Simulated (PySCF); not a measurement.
Record of a relaxation.

Compound: SiMeI3, CH₃I₃Si.
Bonds: Si1–C2, Si1–I6, Si1–I7, Si1–I8. Hydrogens: H3, H4, H5 on C2.

Method: PBE0-D3(BJ)/def2-SVP geometry optimisation, gas phase, def2 core potentials past Kr (PySCF 2.14.0); density fitting, grid level 1; the optimiser is geomeTRIC in internal coordinates, started from a GFN2-xTB structure with every atom displaced at random (about 0.03 Å). The frame can shift and turn from step to step; on so coarse a grid that alone can change the energy by a few meV, and forces under 0.02 eV/Å are noise.

Step 0: E = -33263.2392 eV, largest atomic force 1.836 eV/Å
```
atom  x, y, z in Å  |  force x, y, z in eV/Å
Si1     0.060   -0.074   -0.762   -0.813   1.264  -0.033
C2     -0.015   -0.018    1.104    0.708   1.340   0.404
H3     -1.072    0.034    1.473    0.720   0.117  -0.233
H4      0.651    0.854    1.490   -1.290  -1.163  -0.596
H5      0.459   -0.930    1.460    0.088  -0.517   0.283
I6      2.312    0.000   -1.627    0.334  -0.079  -0.025
I7     -1.109    2.032   -1.602    0.361  -0.690   0.262
I8     -1.147   -1.984   -1.620   -0.108  -0.274  -0.062
```

Step 1: E = -33263.3942 eV, largest atomic force 0.548 eV/Å
```
atom  x, y, z in Å  |  force x, y, z in eV/Å
Si1     0.040   -0.034   -0.767   -0.187   0.204  -0.032
C2     -0.001   -0.012    1.094    0.388  -0.382  -0.055
H3     -1.035    0.056    1.454   -0.089   0.037   0.019
H4      0.596    0.833    1.456   -0.042   0.199   0.052
H5      0.467   -0.937    1.472   -0.118   0.028  -0.001
I6      2.329    0.006   -1.617    0.045  -0.083   0.041
I7     -1.090    1.987   -1.563   -0.037   0.048  -0.036
I8     -1.168   -1.984   -1.612    0.040  -0.051   0.012
```

Step 2: E = -33263.4054 eV, largest atomic force 0.236 eV/Å
```
atom  x, y, z in Å  |  force x, y, z in eV/Å
Si1     0.029   -0.016   -0.771   -0.073   0.076  -0.031
C2      0.009   -0.018    1.091    0.167  -0.164  -0.028
H3     -1.027    0.050    1.449   -0.060   0.014   0.024
H4      0.591    0.838    1.458   -0.013   0.102   0.041
H5      0.470   -0.946    1.466   -0.057   0.035  -0.030
I6      2.330   -0.013   -1.601    0.003  -0.034   0.016
I7     -1.104    2.005   -1.574    0.014  -0.029   0.006
I8     -1.160   -1.986   -1.603    0.019  -0.001   0.001
```

Step 3: E = -33263.4075 eV, largest atomic force 0.041 eV/Å
```
atom  x, y, z in Å  |  force x, y, z in eV/Å
Si1     0.023   -0.006   -0.773    0.018  -0.031   0.017
C2      0.013   -0.019    1.089    0.002   0.040   0.008
H3     -1.025    0.045    1.448    0.006  -0.008   0.001
H4      0.583    0.846    1.464   -0.022  -0.017  -0.002
H5      0.472   -0.948    1.458    0.005  -0.003  -0.004
I6      2.330   -0.028   -1.591    0.007  -0.008  -0.002
I7     -1.103    2.008   -1.578   -0.011   0.028  -0.011
I8     -1.155   -1.984   -1.602   -0.005  -0.002  -0.006
```

Step 4: E = -33263.4076 eV, largest atomic force 0.027 eV/Å
```
atom  x, y, z in Å  |  force x, y, z in eV/Å
Si1     0.025   -0.007   -0.773    0.006  -0.006   0.003
C2      0.013   -0.017    1.089   -0.015   0.022  -0.001
H3     -1.026    0.043    1.447    0.003  -0.009  -0.003
H4      0.578    0.848    1.467   -0.006  -0.001   0.000
H5      0.473   -0.946    1.458    0.008  -0.003   0.000
I6      2.333   -0.034   -1.588   -0.002  -0.005   0.001
I7     -1.100    2.011   -1.581    0.008  -0.003   0.001
I8     -1.155   -1.983   -1.603   -0.003   0.005  -0.002
```

Problem. Summarise the path.

Solution. The energy falls by 16.25 kJ/mol from step 0 to step 4; nine tenths of that is first reached at step 1. It falls at every step. The largest force goes from 1.836 to 0.027 eV/Å. Among the bonds Si1–I7 changes most, from 2.551 to 2.447 Å; the atoms move by 0.050 Å rms after alignment.

What follows is the cost of the whole optimisation. On Intel Xeon at 2.50 GHz, one thread (shared host), this took 3.1 min wall, 2.7 min CPU and 0.51 GiB of memory at its peak.
